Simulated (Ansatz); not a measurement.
Ansatz results at the PBE0-D4/def2-TZVP geometry: size of the dipole moment (B3LYP/def2-TZVPP) 1.24 D; size of the dipole moment (ωB97M-V/def2-TZVPP) 1.24 D; HOMO–LUMO gap (B3LYP/def2-TZVPP) 8.43 eV.

Each molecule was computed in one conformer, which needn't be the lowest.

Problem. Which molecule gave them?
A. `OC(F)[SiH2][SiH3]`
B. `[AlH2][SiH2][O][AlH][SiH3]`
C. `N[SiH2][AlH][S][SiH3]`
D. `F[SiH2]OC[SiH3]`

Solution. D. The others give `OC(F)[SiH2][SiH3]`: 1.68, 1.68, 7.90; `[AlH2][SiH2][O][AlH][SiH3]`: 1.76, 1.72, 5.66; `N[SiH2][AlH][S][SiH3]`: 1.41, 1.43, 5.46.

B3LYP here is the variant with VWN-RPA as its local correlation; programs differ in this.
